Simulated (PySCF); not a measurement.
A structure optimised at PBE-D3(BJ)/def2-SVP, used in a PySCF frequency run:

```xyz
9

Mo     0.3040     0.4277     0.0000
O      1.2956     0.6277     1.3584
O      1.2956     0.6277    -1.3584
Cl    -1.3312     2.0218     0.0000
O     -0.4177    -1.2832     0.0000
Si    -0.4403    -2.9836     0.0000
H      0.2585    -3.4702    -1.2348
H      0.2585    -3.4702     1.2348
H     -1.8795    -3.4016     0.0000
```

Problem. Write its SMILES, formula and point group.

Solution. [O]=[Mo](=[O])([Cl])[O][SiH3], ClH3MoO3Si, Cs

Problem. What are its rotational constants (standard atomic weights)?

Solution. 2.5362, 0.92209, 0.81105 GHz
